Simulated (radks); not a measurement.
Polarisability of neutral bromine, [Ar] 3d10 4s2 4p5, at imaginary frequency. Method: non-relativistic Kohn-Sham, exchange-only LDA, spin-polarised, spherical densities, point nucleus; open shells are filled with parallel spins first; computed with a radial shooting solver on a logarithmic mesh with Libxc functionals. Response by self-consistent Sternheimer equations with the Hartree and adiabatic exchange-only LDA kernel.

| w (hartree) | alpha1(iw) (bohr^3) |
|---|---|
| 0.00266 | 23.93 |
| 0.0143 | 23.90 |
| 0.0360 | 23.73 |
| 0.0697 | 23.21 |
| 0.118 | 22.01 |
| 0.186 | 19.85 |
| 0.280 | 16.68 |
| 0.413 | 12.86 |
| 0.605 | 8.985 |
| 0.892 | 5.636 |
| 1.35 | 3.155 |
| 2.12 | 1.578 |
| 3.59 | 0.7047 |
| 6.94 | 0.2666 |
| 17.5 | 0.06385 |

Static values: alpha1 = 23.93 bohr^3 (3.546 angstrom^3; uncoupled 36.64). C6 = 197.0, triple-dipole C9 = 3368 atomic units. One-pole (London) frequency 4 C6 / (3 alpha1^2) = 0.459 hartree, against 0.234 for minus the highest occupied eigenvalue. The dipole shielding factor is 1.000, as the force sum rule N/Z = 1.000 demands. Recommended static value: 21 bohr^3 (Schwerdtfeger and Nagle, 2023 table).
